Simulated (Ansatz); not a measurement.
```yaml
crystal:
  periodic: [false, false, false]
  atoms:
    - {symbol: C, position_ang: [-0.509760, 1.045963, -0.656119]}
    - {symbol: Si, position_ang: [0.772280, -0.273063, -0.330643]}
    - {symbol: N, position_ang: [0.401675, -1.030399, 1.166385]}
    - {symbol: F, position_ang: [0.655391, -1.423630, -1.451456]}
    - {symbol: H, position_ang: [-0.321872, 1.541794, -1.609781]}
    - {symbol: H, position_ang: [-0.488983, 1.804643, 0.130073]}
    - {symbol: H, position_ang: [-1.504877, 0.592025, -0.682904]}
    - {symbol: H, position_ang: [0.170354, -0.454442, 1.961490]}
    - {symbol: H, position_ang: [0.914392, -1.849093, 1.456054]}
basis:
  gaussian: {orbitals: aug-cc-pVDZ}
total_charge: -2
magnetization: {spin_polarized: true, initial_magnetization: 1}
hamiltonian: {xc: {name: SPW92}}
output: {forces: true}
```

```sh
$ ansatz run in.yaml --threads 4 --pin off --events-out ev --progress --plain --max-ram 10444MiB
```

Output, abridged:

```
Functional definition: SPW92
1303 factors; their error is unknown
mean field evaluation 1: about -13091.2054 eV, gradient 9.4e1 eV
mean field evaluation 2: about -12971.2932 eV, gradient 1.8e2 eV
mean field evaluation 4: about -13118.5315 eV, gradient 4.6e1 eV
mean field evaluation 8: about -13130.3069 eV, gradient 3.0e0 eV
mean field evaluation 16: about -13130.4666 eV, gradient 1.3e-1 eV
mean field evaluation 32: about -13130.4113 eV, gradient 7.0e-5 eV
mean field -13130.41578472 eV, -482.5338799731 hartree, gradient 4.3e-6 eV, S^2 0.782381; 20 other end points of the search recorded, 0 dependent functions left out
reference -13130.41581485 eV, -482.5338810801 hartree; 22, 21 occupied and 119, 120 virtual orbitals, 1303 factors
Total energy: -13130.41581485 eV, -482.5338810801 hartree
Atom 0 at    -0.509760     1.045963    -0.656119 Å, force     0.019584    -0.271667    -0.124292 eV/Å
Atom 1 at     0.772280    -0.273063    -0.330643 Å, force     2.306306     2.488075     0.733697 eV/Å
Atom 2 at     0.401675    -1.030399     1.166385 Å, force    -0.956686    -0.506051    -0.146314 eV/Å
Atom 3 at     0.655391    -1.423630    -1.451456 Å, force    -0.723805    -1.869626    -1.647099 eV/Å
Atom 4 at    -0.321872     1.541794    -1.609781 Å, force     0.049265     0.257792    -0.438764 eV/Å
Atom 5 at    -0.488983     1.804643     0.130073 Å, force     0.077810     0.366078     0.482507 eV/Å
Atom 6 at    -1.504877     0.592025    -0.682904 Å, force    -0.940140    -0.327158    -0.000593 eV/Å
Atom 7 at     0.170354    -0.454442     1.961490 Å, force    -0.246955     0.435170     0.792492 eV/Å
Atom 8 at     0.914392    -1.849093     1.456054 Å, force     0.414620    -0.572612     0.348367 eV/Å
Dipole moment:    -0.249936    -0.447471    -0.954338 e Å
```

Q: Something in this input is off. What?

A: The charge is far from anything that the molecule holds. The run converged. The result belongs to that input, not to the molecule as meant.
